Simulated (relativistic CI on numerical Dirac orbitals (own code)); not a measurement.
Computed by Dirac-Coulomb-Breit CI, orbitals from a KLI potential per configuration, model QED (radiative potential, 1s self-energy scaled to tabulated hydrogen-like ionisation energies), unscaled Slater integrals (own radial code, finite nucleus).

The strongest absorption lines from the ground level of an ion, among the configurations computed and to levels below about 470 eV (vacuum wavelength in nm, gf): 3.0682 (0.42), 3.0689 (0.51), 3.1326 (1.1), 3.1348 (2.2), 3.1390 (3), 3.1608 (0.31), 3.4721 (0.24), 22.362 (0.3).

(1) Which ion is it?
A. Ti¹⁵⁺
B. Ca¹³⁺
C. Ar¹¹⁺
D. Ar¹³⁺

Results:

(1) C. Ar¹¹⁺ has 7 electrons and the ground level 2s²2p³ ⁴S°3/2; the strongest line goes to 2s²2p²3d ⁴P5/2. The pattern of lines fixes the number of electrons, and along that sequence the line energies rise steadily with the charge (about as its square where n changes within one kind of shell, about linearly where n is kept but much faster in heavy ions where fine structure, which grows about as Z⁴, sets the gap, and irregularly where shells cross), which fixes Z. Configurations outside the model, such as inner-shell arrays, can give stronger lines. At this charge energies of transitions that change n are usually good to better than 1 %, and those within a shell (Δn = 0) to a few per cent.
